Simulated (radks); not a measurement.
Effect of the nuclear size on the cerium ion Ce3+, [Xe] 4f1. Calculated with a radial shooting solver on a logarithmic mesh with Libxc functionals: Dirac Kohn-Sham, PBE, spin-unpolarised, spherical densities, finite nucleus; open shells fill j = l - 1/2 first; Fermi nuclear charge, rms radius 4.8771 fm. The rms radius is varied about that value; shifts are against it.

| rms radius (fm) | total energy shift (eV) | density at nucleus (e/bohr^3) | 1s1/2 shift (meV) | 2s1/2 shift (meV) | 4p1/2 shift (meV) | 5s1/2 shift (meV) | 5p1/2 shift (meV) | 4f5/2 shift (meV) | 6s1/2 (empty) shift (meV) |
|---|---|---|---|---|---|---|---|---|---|
| 4.048 | -3.27 | 3.98e+05 | -1360 | -166 | 0.443 | -1.32 | 0.112 | 0.270 | -0.276 |
| 4.4138 | -1.89 | 3.909e+05 | -784 | -95.9 | 0.256 | -0.761 | 0.065 | 0.156 | -0.159 |
| 4.8771 | 0 | 3.829e+05 | 0.000 | 0.000 | 0.000 | 0.000 | 0.000 | 0.000 | 0.000 |
| 5.2331 | 1.55 | 3.774e+05 | 645 | 78.8 | -0.210 | 0.626 | -0.053 | -0.128 | 0.131 |
| 5.7062 | 3.75 | 3.707e+05 | 1560 | 190 | -0.507 | 1.51 | -0.129 | -0.309 | 0.316 |

Slopes of the eigenvalues against <r^2> in GHz/fm^2, as finite differences over the two radii next to the reference (eigenvalue slopes, not the field-shift constants of lines): 1s1/2 43700, 2s1/2 5350, 4p1/2 -14.3, 5s1/2 42.4, 5p1/2 -3.61, 4f5/2 -8.67, 6s1/2 (empty) 8.88.
